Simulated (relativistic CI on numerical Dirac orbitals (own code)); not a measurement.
## Fe⁺ in a cubic cluster: 3p photoemission with charge transfer

Computed with a charge-transfer multiplet model of a cubic metal-ligand cluster with up to 3 ligand holes, Slater and spin-orbit integrals from Dirac-Coulomb-Breit ions, Slater integrals scaled by 0.9. The ground state mixes d7 with configurations of k ligand holes L, whose averages lie at kΔ + k(k − 1)U_dd/2; a core hole lowers each added d electron by U_cd. 20 K, Lorentzian 0.9 eV and Gaussian 0.8 eV FWHM.

Atomic integrals in eV (Slater integrals scaled, ζ unscaled), ground: F2dd 8.720, F4dd 5.369, zeta_d 0.042; with the core hole: F2dd 9.922, F4dd 6.164, zeta_d 0.049, zeta_core 0.991, F2cd 11.036, G1cd 13.708, G3cd 8.281.

Cluster parameters (eV): U_dd = 6.5, U_cd = 8.2, 10Dq = 0.5, 10Dq(ligand) = 0.3, V(eg) = 1.8, V(t2g) = -0.92, final-state hopping factor = 1.

Weights, n_d and S are thermal averages at 20 K. Binding energies count from the first peak over 30 % of the highest in each spectrum, which can be another peak from case to case. The parameters are a model scan and need not match a compound or its usual spin state. Peaks in eV (height, largest 100): 0.0 (91), 4.4 (100), 8.1 (53), 12.7 (35), 16.5 (30), 20.4 (24), 23.7 (27).

Task: Which parameters give this spectrum?
A. Δ = 9.4 eV
B. Δ = 8.4 eV
C. Δ = 4.4 eV
D. Δ = 7.4 eV
E. Δ = 5.4 eV

Result: C. Δ = 4.4 eV; the ground state then has 7.15 d electrons and S = 1.50. The choice follows from running the model for each set and comparing peak positions and heights.
